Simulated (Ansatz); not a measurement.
Spectroscopic constants of ZrO+, multiplicity 2 (lowest of 2S+1 = 2, 4, 6, 8 at CCSD(T)/def2-TZVPP on PBE0 minima; our sources give no spin for the ground state, which may be another). No spin–orbit coupling.

The constants come from a fifth-degree fit in 1/R (seven points, main isotopes). Runs in def2 and cc sets follow the lowest solution found near the PBE0 minimum.

Correlated levels freeze the inner cores; with def2 sets outer-core shells near the valence are correlated too.

The values were computed with Ansatz (Gaussian orbitals). Values without a source in brackets are computed. In def2 rows elements past Kr take small-core potentials, without spin–orbit coupling.

Q: What bond length and harmonic frequency does SVWN5/def2-TZVPP give?

A: r_e = 1.685 Å, ω_e = 1028 cm⁻¹.

Q: What bond length and harmonic frequency does wB97M-V/def2-TZVPP give?

A: r_e = 1.679 Å, ω_e = 1060 cm⁻¹.

Q: What bond length and harmonic frequency does B2PLYP/def2-TZVPP give?

A: r_e = 1.708 Å, ω_e = 976 cm⁻¹.

Ansatz is an electronic-structure program.
